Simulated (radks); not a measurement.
Results of a calculation; reference values are marked as such.
Question: The table gives one normalised radial function P(r) = r R(r) (large component) of Ga in [Ar] 3d10 4s1.5 4p1.5 (r in bohr). Level of theory: Dirac Kohn-Sham, BLYP, spin-unpolarised, spherical densities, point nucleus; open shells fill j = l - 1/2 first (a radial shooting solver on a logarithmic mesh with Libxc functionals).

r,P
0.004998,0.0079
0.006666,0.0136
0.008821,0.0229
0.01167,0.0383
0.01557,0.0639
0.0206,0.1031
0.02725,0.1623
0.03635,0.2500
0.04809,0.3633
0.06363,0.4969
0.08487,0.6274
0.1123,0.6930
0.1486,0.6207
0.1982,0.3294
0.2622,-0.1667
0.3469,-0.7491
0.4627,-1.1997
0.6122,-1.2933
0.81,-1.0458
1.08,-0.6325
1.429,-0.2880
1.891,-0.0928
2.523,-0.0184
3.338,-0.0022
4.416,-0.0001
5.89,0.0000
7.794,0.0000
10.31,0.0000

Which n and l does it have? It may be an empty orbital.

Answer: n = 3, l = 1: the number of nodes gives n - l - 1 = 1, the rise at small r points to l (this Dirac orbital starts as r^gamma with gamma = sqrt((l + 1)^2 - (Z/c)^2) = 1.99; the j = 3/2 orbital of l + 1 starts with the same power, but with a smaller coefficient, and then steepens), and the extent must fit the shell. The curve is that of 3p3/2; the two j differ most near the nucleus, where j = l - 1/2 has the larger amplitude, and in heavy atoms j = l - 1/2 is also the more compact. 3p3/2: eigenvalue -98.303 eV, 1 radial node at r = 0.241 bohr, <r> = 0.683 bohr, 90 % of the charge inside 1.05 bohr.
